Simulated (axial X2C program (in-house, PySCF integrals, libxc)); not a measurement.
## Density and ELF of InSe

Calculated with an in-house all-electron X2C program for linear molecules (integrals from PySCF). Two-component (2c) means X2C with spin–orbit coupling and atomic mean-field two-electron Coulomb and Gaunt terms. Basis: In dyall-cv3z [11s12p9d4f1g], Se dyall-cv3z [8s9p6d4f1g] (cores contracted in-house); Gaussian nuclei, density fitting, unrestricted open shells. Masses: In 114.904 u, Se 79.917 u.

PBE0, with spin–orbit coupling, state Ω = 1/2 (⟨Sz⟩ = 0.48, ⟨Lz⟩ = 0.02 at PBE0); In at z = 0, Se at z = 2.422 Å.

The maps cover the half plane through the axis: z from -2.4 to 4.8 Å along the bond, ρ from 0.15 to 2.25 Å away from it.

log10 of the density in e/bohr³:

```
 ρ\z  -2.4  -1.8  -1.2  -0.6   0.0   0.6   1.2   1.8   2.4   3.0   3.6   4.2   4.8
0.15  -3.0  -2.2  -1.5  -0.1   1.8  -0.1  -1.1  -0.6   1.4  -0.5  -1.5  -2.4  -3.4
0.45  -3.0  -2.3  -1.6  -0.5   0.4  -0.5  -1.2  -0.8   0.1  -0.8  -1.6  -2.5  -3.4
0.75  -3.1  -2.4  -1.8  -1.0  -0.5  -1.0  -1.4  -1.1  -0.8  -1.1  -1.8  -2.6  -3.5
1.05  -3.3  -2.6  -2.0  -1.5  -1.2  -1.5  -1.6  -1.4  -1.2  -1.4  -2.0  -2.8  -3.6
1.35  -3.5  -2.8  -2.3  -1.9  -1.8  -1.9  -1.9  -1.7  -1.6  -1.8  -2.3  -3.0  -3.8
1.65  -3.7  -3.1  -2.6  -2.3  -2.2  -2.3  -2.3  -2.1  -2.0  -2.2  -2.6  -3.3  -4.0
1.95  -3.9  -3.4  -3.0  -2.7  -2.6  -2.6  -2.6  -2.4  -2.4  -2.6  -3.0  -3.6  -4.2
2.25  -4.2  -3.7  -3.3  -3.1  -3.0  -3.0  -2.9  -2.8  -2.8  -3.0  -3.3  -3.8  -4.5
```

Electron localisation function (collinear form, no current term, damped to 0 at low density):

```
 ρ\z  -2.4  -1.8  -1.2  -0.6   0.0   0.6   1.2   1.8   2.4   3.0   3.6   4.2   4.8
0.15  0.79  0.86  0.41  0.65  0.74  0.65  0.37  0.16  0.24  0.19  0.69  0.30  0.03
0.45  0.74  0.87  0.46  0.46  0.75  0.44  0.39  0.30  0.48  0.29  0.70  0.28  0.02
0.75  0.64  0.87  0.56  0.28  0.47  0.23  0.43  0.68  0.35  0.72  0.68  0.24  0.02
1.05  0.44  0.84  0.66  0.30  0.24  0.21  0.44  0.77  0.82  0.83  0.62  0.19  0.01
1.35  0.19  0.76  0.72  0.42  0.27  0.26  0.41  0.73  0.83  0.78  0.51  0.12  0.01
1.65  0.05  0.52  0.68  0.51  0.33  0.26  0.34  0.62  0.73  0.65  0.36  0.07  0.00
1.95  0.01  0.19  0.48  0.44  0.29  0.19  0.24  0.48  0.58  0.48  0.21  0.02  0.00
2.25  0.00  0.03  0.17  0.22  0.16  0.11  0.15  0.30  0.37  0.26  0.08  0.01  0.00
```

Axial spin density in 10⁻³ e/bohr³:

```
 ρ\z  -2.4  -1.8  -1.2  -0.6  0.0   0.6   1.2   1.8   2.4   3.0   3.6  4.2  4.8
0.15   0.8   4.0  14.3   3.1  6.0  -1.1  13.4  27.9  -7.1  25.1  13.8  2.0  0.2
0.45   0.7   3.4  11.6   7.8  0.8  -2.6   9.2  20.5  -0.3  20.5   9.8  1.6  0.2
0.75   0.6   2.4   7.8   8.5  0.2  -2.0   4.3   8.6  -1.9   9.2   5.2  1.0  0.1
1.05   0.4   1.6   4.5   5.5  0.8  -1.3   1.3   2.3  -1.3   2.8   2.2  0.6  0.1
1.35   0.2   0.9   2.3   2.7  0.5  -0.8   0.2   0.4  -0.6   0.8   0.8  0.3  0.1
1.65   0.1   0.5   1.1   1.2  0.2  -0.4  -0.1   0.0  -0.2   0.2   0.3  0.1  0.0
1.95   0.1   0.2   0.5   0.5  0.1  -0.2  -0.1  -0.1  -0.1   0.0   0.1  0.0  0.0
2.25   0.0   0.1   0.2   0.2  0.1  -0.1  -0.1  -0.1   0.0   0.0   0.0  0.0  0.0
```

Density functionals use the spin component along the axis (collinear). The state is one determinant with fixed occupations, lowest in a PBE0 search at one distance only: followed along the bond, the 2c determinant Ω = 3/2 reaches 0.02 eV lower at PBE0, at Re = 2.632 Å, so the state shown is not the lowest.
